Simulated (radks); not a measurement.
The numbers below are computed, except where a source is named.
Ionisation of neutral gold, [Xe] 4f14 5d10 6s1, to Au+, [Xe] 4f14 5d10, under several functionals. Dirac Kohn-Sham, spin-unpolarised, spherical densities, finite nucleus; a radial shooting solver on a logarithmic mesh with Libxc functionals.

| functional | E(Au) (hartree) | Exc (hartree) | IE (eV) | -e(HOMO) (eV) | <r> HOMO (bohr) | IE error (eV) |
|---|---|---|---|---|---|---|
| SOGGA | -19037.9015 | -359.4850 | 9.324 | 5.692 | 2.853 | +0.098 |
| XLYP | -19045.8659 | -367.5032 | 9.512 | 5.815 | 2.888 | +0.286 |
| exchange-only LDA | -19024.9902 | -346.4286 | 8.699 | 5.063 | 2.897 | -0.527 |
| LDA (Slater exchange, Perdew-Zunger correlation) | -19033.2611 | -354.7993 | 9.783 | 6.101 | 2.838 | +0.558 |
| exchange-only B88 | -19040.5278 | -362.1132 | 8.717 | 5.089 | 2.918 | -0.509 |
| OLYP | -19050.4826 | -372.3657 | 9.082 | 5.431 | 2.910 | -0.143 |
| PBEsol | -19038.5180 | -360.1038 | 9.450 | 5.813 | 2.846 | +0.225 |

NIST Atomic Spectra Database: 9.226 eV (measured). Closest: SOGGA. The Delta-SCF values span 1.08 eV, the total energies 25.49 hartree. The highest occupied level is 6s1/2. Spin polarisation and multiplet splitting are left out, so open shells lie too high by an amount that depends on their filling.

Beside tabulated values, note that spin-unpolarised runs miss the spin-polarisation part of the exchange energy of open shells.
